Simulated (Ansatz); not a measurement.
A nudged elastic band was laid between two geometries of Cl2FHSi + FH (7 atoms, charge 0, multiplicity 1).

The calculation used RKS revPBE/6-31G* (Ansatz 0.2.0).

```
movable images  : 5
climbing image  : yes
spring          : 5.0 eV/Å²
optimiser       : quadratic models (default)
start path      : through a guess of the saddle point
force threshold : 0.05 eV/Å
iteration limit : 60
end points      : relaxed
```

Image 0:

```xyz
7
Properties=species:S:1:pos:R:3
Si 0.353 0.000 -0.258
H 0.367 0.000 1.224
F 1.886 0.000 -0.777
Cl -0.562 1.695 -0.983
Cl -0.562 -1.695 -0.983
F -2.521 0.000 1.515
H -2.236 0.000 2.414
```

Image 6:

```xyz
7
Properties=species:S:1:pos:R:3
Si -0.470 0.000 -0.812
H -0.088 0.000 3.348
F 0.845 0.000 0.113
Cl -0.485 1.686 -1.967
Cl -0.485 -1.686 -1.967
F -1.758 0.000 0.150
H -0.833 0.000 3.286
```

Q: What changes between the two ends?

A: Bonds broken: Si1–H2, F6–H7. Bonds formed: Si1–F6, H2–H7. Cl2FHSi + FH becomes Cl2F2Si + H2.

Q: What energy profile does the band end with?

A: The forces met the threshold. The highest image is number 2 of 0 to 6, 28.2 kcal/mol above the first end and 62.5 kcal/mol above the last; the last end lies 34.4 kcal/mol below the first. Neighbouring images differ by up to 1.4 eV, so the band resolves the path poorly. A vibrational analysis at the climbing image gives one clearly imaginary mode, 969i cm⁻¹: a first-order saddle point. The orbitals stay closed-shell, which can raise the energy where a bond breaks towards radicals; this wasn't checked here.

```json
{"image": "0", "path coordinate (Å)": "0.00", "energy (kcal/mol)": "0.0", "Si1–H2 (Å)": "1.48", "F6–H7 (Å)": "0.94", "Si1–F6 (Å)": "3.38"}
{"image": "1", "path coordinate (Å)": "1.06", "energy (kcal/mol)": "4.0", "Si1–H2 (Å)": "1.49", "F6–H7 (Å)": "0.95", "Si1–F6 (Å)": "2.76"}
{"image": "2", "path coordinate (Å)": "2.12", "energy (kcal/mol)": "28.2", "Si1–H2 (Å)": "1.68", "F6–H7 (Å)": "1.19", "Si1–F6 (Å)": "1.92"}
{"image": "3", "path coordinate (Å)": "2.92", "energy (kcal/mol)": "-5.0", "Si1–H2 (Å)": "2.25", "F6–H7 (Å)": "1.76", "Si1–F6 (Å)": "1.65"}
{"image": "4", "path coordinate (Å)": "3.73", "energy (kcal/mol)": "-26.6", "Si1–H2 (Å)": "2.88", "F6–H7 (Å)": "2.13", "Si1–F6 (Å)": "1.61"}
{"image": "5", "path coordinate (Å)": "4.53", "energy (kcal/mol)": "-33.6", "Si1–H2 (Å)": "3.50", "F6–H7 (Å)": "2.65", "Si1–F6 (Å)": "1.61"}
{"image": "6", "path coordinate (Å)": "5.33", "energy (kcal/mol)": "-34.4", "Si1–H2 (Å)": "4.18", "F6–H7 (Å)": "3.27", "Si1–F6 (Å)": "1.61"}
```

Q: What is the geometry of the highest image?

A: 
```xyz
7
Properties=species:S:1:pos:R:3
Si -0.275 0.000 -0.019
H 0.061 0.000 1.622
F 1.349 0.000 -0.184
Cl -0.771 1.770 -0.952
Cl -0.771 -1.770 -0.952
F -1.920 0.000 0.974
H -0.947 0.000 1.661
```

Time of the run: 100 s on 2 threads of Arm Neoverse V2, with other jobs on the host, peak memory 0.13 GiB.
